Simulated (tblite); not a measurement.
C₃H₆ClFO₂S.
SMILES with atom numbers: `[CH3:1][C@H:2]([CH2:3][F:4])[S:5](=[O:6])(=[O:7])[Cl:8]` (hydrogens: H9, H10, H11 on C1; H12 on C2; H13, H14 on C3)

Computed with GFN2-xTB (tblite), gas phase: L-BFGS steps from a force-field or distance-geometry start until the largest atomic force falls under 0.01 eV/Å.

Step 21: E = -820.5327 eV
```
atom  x, y, z in Å  |  force x, y, z in eV/Å
C1     -0.1649    1.4336   -0.3734   -0.006   0.024   0.000
C2     -0.2445   -0.0677   -0.4550    0.038  -0.024  -0.004
C3     -1.1650   -0.7305    0.5455   -0.011  -0.002   0.011
F4     -2.4606   -0.3448    0.3099   -0.014  -0.022   0.009
S5      1.4125   -0.7344   -0.1514    0.052  -0.013   0.061
O6      2.3501   -0.1648   -1.0600    0.017   0.009  -0.015
O7      1.3611   -2.1523   -0.0056   -0.023  -0.018  -0.025
Cl8     1.8595    0.0028    1.6895   -0.018  -0.001  -0.005
H9      0.5580    1.7940   -1.1010    0.006   0.035   0.015
H10     0.1438    1.7522    0.6206   -0.003  -0.027  -0.009
H11    -1.1383    1.8711   -0.5887   -0.001   0.019  -0.020
H12    -0.4603   -0.4104   -1.4662   -0.050   0.005  -0.052
H13    -0.9250   -0.4298    1.5708   -0.001   0.000  -0.012
H14    -1.1270   -1.8196    0.4429    0.014   0.016   0.045
```

Step 22: E = -820.5333 eV
```
atom  x, y, z in Å  |  force x, y, z in eV/Å
C1     -0.1644    1.4338   -0.3743   -0.005   0.041   0.000
C2     -0.2449   -0.0673   -0.4564    0.015  -0.015   0.003
C3     -1.1644   -0.7303    0.5446   -0.012  -0.015   0.034
F4     -2.4614   -0.3481    0.3111    0.000  -0.028   0.001
S5      1.4116   -0.7342   -0.1506    0.047  -0.015   0.050
O6      2.3509   -0.1652   -1.0573    0.027   0.020  -0.030
O7      1.3594   -2.1520   -0.0061   -0.025  -0.035  -0.019
Cl8     1.8590    0.0015    1.6902   -0.025   0.001  -0.001
H9      0.5590    1.7956   -1.1007    0.016   0.025   0.008
H10     0.1441    1.7519    0.6197   -0.006  -0.026  -0.003
H11    -1.1363    1.8735   -0.5916   -0.010   0.013  -0.012
H12    -0.4663   -0.4084   -1.4669   -0.029  -0.001  -0.055
H13    -0.9249   -0.4318    1.5701    0.006   0.027   0.002
H14    -1.1219   -1.8195    0.4459    0.001   0.008   0.021
```

**Question.** Estimate the geometry and energy of step 23. (The exact step hangs on the optimiser's Hessian estimate; all steps are aligned on step 22, rigid shifts and turns removed.)

**Answer.** E = -820.5337 eV, largest force 0.050 eV/Å
```
atom  x, y, z in Å  |  force x, y, z in eV/Å
C1     -0.1639    1.4346   -0.3753   -0.003   0.030  -0.003
C2     -0.2451   -0.0670   -0.4576   -0.008  -0.001   0.001
C3     -1.1640   -0.7305    0.5445   -0.001  -0.015   0.036
F4     -2.4622   -0.3517    0.3122    0.010  -0.031  -0.004
S5      1.4116   -0.7343   -0.1494    0.024  -0.014   0.009
O6      2.3517   -0.1653   -1.0554    0.027   0.016  -0.024
O7      1.3573   -2.1522   -0.0068   -0.018  -0.034  -0.013
Cl8     1.8580    0.0004    1.6909   -0.025   0.003   0.008
H9      0.5603    1.7972   -1.1004    0.020   0.016   0.006
H10     0.1443    1.7515    0.6190   -0.009  -0.020   0.004
H11    -1.1348    1.8759   -0.5942   -0.011   0.007  -0.005
H12    -0.4718   -0.4066   -1.4681   -0.005  -0.002  -0.034
H13    -0.9247   -0.4330    1.5698    0.009   0.047   0.014
H14    -1.1174   -1.8194    0.4485   -0.009  -0.002   0.005
```

The energy changes by -0.0004 eV. The first-order estimate −F·Δx gives -0.0006 eV and the mean of the old and new forces, exact on a quadratic surface, -0.0004 eV. The step makes an angle of 67° with the force vector and moves no atom by more than 0.006 Å.

The cost below is that of the whole relaxation. On one thread of an Arm Neoverse V2, no GPU, shared host, this took 0.37 s wall.
